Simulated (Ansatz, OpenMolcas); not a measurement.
# [SiF3]− (SMILES F[Si-](F)F): methods side by side

[SiF3]− has 4 atoms, charge -1, and is taken as a singlet. SMILES: `F[Si-](F)F`. The shape is that of a GFN2-xTB optimisation.

| atom | x (Å) | y (Å) | z (Å) |
| --- | --- | --- | --- |
| Si | -0.0045 | 0.0058 | 0.6851 |
| F | 1.4283 | -0.0310 | -0.2170 |
| F | -0.6873 | 1.2503 | -0.2428 |
| F | -0.7365 | -1.2251 | -0.2253 |

Each level gives the energy change with the Si1–F4 bond stretched from 1.697 to 4.242 Å (eV). The values are calculated.

| level | kind | program | value (eV) | less FCI/STO-3G | CPU time (all runs) |
| --- | --- | --- | --- | --- | --- |
| HF/STO-3G (restricted) | Hartree–Fock | OpenMolcas | 7.78 | +2.83 | 3.2 s |
| PBE/STO-3G (restricted) | GGA | Ansatz | 4.61 | -0.34 | 1.1 s |
| revPBE/STO-3G (restricted) | GGA | Ansatz | 4.41 | -0.54 | 1.1 s |
| BHLYP/STO-3G (restricted) | global hybrid | Ansatz | 6.58 | +1.63 | 1.4 s |
| wB97X/STO-3G (restricted) | range-separated hybrid | Ansatz | 6.42 | +1.47 | 5.3 s |
| MRCI(2,2)/STO-3G | multireference | OpenMolcas | 4.94 | -0.01 | 4 s |
| CISD/STO-3G (restricted) | coupled cluster or CI | OpenMolcas | 5.88 | +0.93 | 3.9 s |
| FCI/STO-3G | exact in the basis | OpenMolcas | 4.95 | 0.00 | 10 min |

FCI/STO-3G is exact within its basis and frozen core, so for wave-function methods in that basis the difference is their error; functionals converge differently with the basis, so for them it is only a difference. A spin-restricted reference rises too steeply as a bond breaks; here HF/STO-3G, BHLYP/STO-3G, wB97X/STO-3G, CISD/STO-3G lie well above the multireference or unrestricted value. Where it was recorded, the anion's HOMO is positive in HF/STO-3G, CISD/STO-3G: a fault of the level (basis or self-interaction), which says nothing on whether the real anion is bound. Sets without diffuse functions describe the anion poorly. The first shape isn't each level's own minimum. The values span 4.41 to 7.78 eV. All rows use very small basis sets, so none should be taken for the real molecule's value. CPU times are rough (shared hosts, several kinds of processor and program).
